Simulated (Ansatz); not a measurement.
K₆⁻, relaxed as a doublet with UKS r2SCAN/def2-SVPD in Ansatz, starting from the GFN2-xTB geometry. Force threshold 0.02 eV/Å.

The charge -1 doublet is spin-contaminated (final ⟨S²⟩ up to 1.35, 0.75 for a pure state). The relaxation made no stability test and no search for a lower SCF solution. Another isomer (doublet) lies 0.07 eV lower at PBE0/def2-TZVPD; other spin states weren't run for this one.

Start:

```xyz
6

K    -1.219    2.215   -3.550
K     0.448    1.337    3.775
K     3.555   -2.594    0.542
K    -3.970   -0.751    0.770
K     2.542    1.142    0.512
K    -1.356   -1.348   -2.049
```

Task: Estimate the energy that the relaxation releases and the steps that it takes.

Result: 68.2 kJ/mol, in 13 steps; 3.7 min on 4 threads of AMD EPYC 7B13 on a shared host. The force fell under the threshold at step 10, but the optimiser went on and released 0.019 eV more. No frequencies were taken in this run, so the end may be a saddle point.

Task: Does the start keep its bonding?

Result: Bonds formed: K1–K4, K1–K5, K2–K3, K2–K4, K2–K6, K3–K6, K5–K6 (atoms count from 1). Metal–metal contacts that move far: K2–K5 3.88 to 4.68 Å.

Task: Predict the relaxed structure.

Result: 
Cartesian coordinates in Å:
```
K -1.3910 2.2722 -2.8609
K -0.0197 -0.1607 3.0090
K 3.3175 -2.4242 0.9339
K -3.7594 0.4982 0.7874
K 2.3264 1.7329 -0.5734
K -0.4738 -1.9184 -1.2961
```
Bond lengths (bridged metal pairs left out): 11 × K–K 4.40 to 4.70 Å.
